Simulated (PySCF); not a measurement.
Problem. Give a PBE0-D3(BJ)/def2-SVP geometry of InChI=1S/C3H5BClN/c1-2-3-4(5)6/h1H,3,6H2.

Solution. 
```
atom  x, y, z in Å
C1    -1.6524    1.2767   -1.1030
C2    -1.0616    0.8581   -0.1302
C3    -0.3103    0.3234    0.9909
B4     0.8636   -0.6551    0.5618
N5     1.1482   -0.9302   -0.7643
Cl6    1.8379   -1.4103    1.8465
H7    -2.1960    1.6613   -1.9456
H8     0.1262    1.1428    1.5893
H9    -0.9788   -0.2176    1.6837
H10    1.8895   -1.5495   -1.0621
H11    0.5981   -0.5125   -1.5071
```

Orientation and origin are arbitrary. Atoms count from 1 in this order. The C–C distances run from 1.213 Å (C1≡C2, drawn triple) to 1.452 Å (C2–C3, drawn single), a spread of 0.239 Å. The 6 heavy atoms lie in one plane (0.012 Å rms). B4 (three-coordinate boron) is planar (angles 122.3°, 119.6° and 118.1°, sum 360.0°, 0.00 Å off the plane of its three neighbours). N5 (boron-bound nitrogen) is planar (angles 123.7°, 120.6° and 115.7°, sum 360.0°, 0.00 Å off the plane of its three neighbours).

Bonds between heavy atoms (Å): C1≡C2 1.213, C2–C3 1.452, C3–B4 1.587, B4–N5 1.384, B4–Cl6 1.781.

Method used: PBE0-D3(BJ)/def2-SVP geometry optimisation, gas phase in PySCF 2.14.0.

Stationary, but not proved a minimum. One conformer, not necessarily the lowest (C2–C3–B4–N5 2°).

On one thread of an Arm Neoverse V1, no GPU, on a shared host, this took 43 s and 0.45 GiB of memory at its peak. This is the geometry optimisation.
